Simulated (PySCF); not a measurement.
BrH3MgOSi, SMILES [SiH3][O][Mg][Br].

The structure is a stationary point at r2SCAN-D4/def2-SVP. The structure was generated by enumeration; whether it is a known compound was not checked. The values are those of a single conformer.

Two levels are set side by side: TDDFT-PBE/def2-SVPD (PySCF) and TDDFT-CAM-B3LYP/def2-SVPD (PySCF). Vertical, same geometry. The lowest singlet is HOMO→LUMO 100 % with PBE and HOMO−1→LUMO 80 %, HOMO−3→LUMO 15 % with the other functional; states are paired by order. Differences are taken from unrounded values.

| quantity | TDDFT-CAM-B3LYP | TDDFT-PBE | TDDFT-PBE minus TDDFT-CAM-B3LYP |
|---|---|---|---|
| lowest singlet excitation (eV) | 5.48 | 4.40 | -1.08 |
| lowest triplet excitation (TDA) (eV) | 5.25 | 4.27 | -0.99 |
| first bright state (f over 0.05) (eV) | 6.88 | 6.29 | -0.59 |
| its oscillator strength | 0.10 | 0.18 | 0.08 |

Functionals without exact exchange tend to place singlet excitations lower, as here. Differences between two approximate levels are no errors against the true value.

Rough cost on one machine, each run with all the roots and properties that it gave: TDDFT-CAM-B3LYP against TDDFT-PBE about 6 times.
